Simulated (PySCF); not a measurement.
An unknown shows these calculated signals:

1H NMR (400 MHz, computed): δ 8.08 (m, 1H), 7.80 (m, 1H), 7.76 (d, J = 9.2 Hz, 1H), 7.66 (dd, J = 8.1, 1.0 Hz, 1H), 7.64 (ddd, J = 18.5, 12.3, 1.0 Hz, 1H), 7.54 (m, 1H), 7.52 (m, 1H), 7.49 (dd, J = 9.2, 8.1 Hz, 1H), 5.93 (dd, J = 18.5, 2.1 Hz, 1H), 5.58 (dd, J = 12.3, 2.1 Hz, 1H).

13C{1H} NMR (computed): δ 145.2 (CH), 142.4 (C), 138.4 (C), 135.9 (C), 134.8 (CH), 134.7 (CH), 131.7 (CH), 131.6 (CH), 131.4 (CH), 129.9 (CH), 129.5 (CH), 123.4 (CH2).

Level of theory: B3LYP/pcJ-1 coupling constants (without the spin–dipole term), PBE0-D3(BJ)/def2-SVP geometry, σ from GIAO-B3LYP/pcSseg-1, in PySCF 2.14 (no solvent, one conformer, relativity neglected).

References, each an isolated molecule treated in the same way: 1H and 13C against TMS.

Q: Which of these does the molecule contain: a heteroaromatic ring, a non-aromatic C=C double bond, a vinyl group CH=CH2, a three-membered ring, a benzene ring, a (CH3)2CH unit?

A: 
- A heteroaromatic ring: no.
- A non-aromatic C=C double bond: yes.
- A vinyl group CH=CH2: yes (δC 123.4, 145.2; δH 5.58 (dd), 5.93 (dd), 7.64 (ddd)).
- A three-membered ring: no.
- A benzene ring: yes.
- A (CH3)2CH unit: no.

The data belong to 1-vinylnaphthalene (C=Cc1cccc2ccccc12, C12H10); they needn't prove each group on their own.

Carbon signals by region: 12 in the sp2 and nitrile region (100–160 ppm).

Splittings below 1 Hz are ignored in the labels, and close J values are merged. Unscaled 3J(H,H) at this level run about 10 % above measured values. Shifts are as computed. Against solution values, carbons near 30 ppm lie about +2 ppm off and those near 130 ppm about +6 ppm. Of 1211 compounds with measured shifts, 218 miss one by over three times the rms of a fit or turn the order of signals round; such compounds aren't used in these exercises.
